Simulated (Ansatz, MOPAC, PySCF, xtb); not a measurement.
Noncovalent pair: HCl (SMILES Cl) (first 2 atoms) with CH2O (SMILES C=O); geometry from B3LYP-D3(BJ)/def2-TZVP, rigid monomers moved along the line of their centres of mass till H2···O4 is 1.67 Å.
(charge 0, multiplicity 1):
```xyz
6

Cl    -0.15234    -0.05621     0.44347
H      0.14962     0.49239     1.58776
C     -0.34371    -0.01505     3.81591
O      0.27461     0.82917     3.21965
H     -0.40869    -0.00569     4.91676
H     -0.86882    -0.82972     3.28805
```

Monomers are frozen at their geometry in the pair; levels with a basis set take the counterpoise correction. Rows marked so take none.

Rows in 6-311+G** carry no dispersion term and start afresh at each structure. The state that AM1 reach isn't checked.

Codes used: Ansatz (Gaussian orbitals); MOPAC for AM1 (differences of heats of formation); PySCF for 6-311+G** rows, the dispersion terms; xtb for the GFN methods. Each number belongs to the level named beside it.

**Question.** One of these levels gives 4.09 kcal/mol for the interaction energy. Name it.
A) B3LYP-D3(BJ)/def2-TZVPPD
B) AM1
C) GFN1-xTB
D) B3LYP/6-311+G** (no counterpoise)

**Answer.** B, AM1. The others give -2.76 (GFN1-xTB), -4.24 (B3LYP/6-311+G** (no counterpoise)), -5.50 (B3LYP-D3(BJ)/def2-TZVPPD)

Ansatz is an electronic-structure program.
